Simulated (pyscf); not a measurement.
**`[O]=[Sn]=[S]`, singlet**

Gas-phase minimum from PySCF at ωB97X-D3(BJ)/def2-SVP, one conformer. 

```
Sn
O 1 1.8143
S 1 2.1780 2 179.91
```
Charge 0, spin multiplicity 1.

Properties at ωB97X-D3(BJ)/def2-SVP:

```
Item                                                                                                                                     Value
---------------------------------------------------------------------------------------------------------------------  -----------------------
Harmonic wavenumbers, unscaled                                                                                         138, 138, 506, 878 cm⁻¹
Zero-point energy                                                                                                                 2.4 kcal/mol
Rotational symmetry number                                                                                                                   1
Entropy of this conformer at 298 K and 1 atm, rigid rotor and harmonic oscillator, modes under 100 cm⁻¹ raised to 100          272.5 J/(mol K)
Dipole moment                                                                                                                           0.87 D
```

Single-point totals, which compare only within one level (frozen core for MP2 and CC):

```
level                   total energy (hartree)
----------------------  ----------------------
ωB97X-D3(BJ)/def2-TZVP              -687.82727
PBE/def2-TZVP                       -687.51314
r²SCAN/def2-TZVP                    -687.76757
B3LYP-D3(BJ)/def2-TZVP              -687.83884
PBE0-D3(BJ)/def2-TZVP               -687.53277
M06-2X/def2-TZVP                    -687.62833
ωB97M-D3(BJ)/def2-TZVP              -687.83968
HF/def2-TZVPP                       -685.74695
MP2/def2-TZVPP                      -686.47949
CCSD/def2-TZVPP                     -686.46584
CCSD(T)/def2-TZVPP                  -686.50424
```

The CCSD(T) − MP2 part came from Ansatz, without density fitting, on the same reference. The frozen core leaves the outer d or s,p core shells of the metals and heavy elements correlated in the MP2 and CC values, and def2-TZVPP describes them poorly, so these totals are far from the basis limit. Elements past Kr carry the def2 core potentials, without spin-orbit coupling.
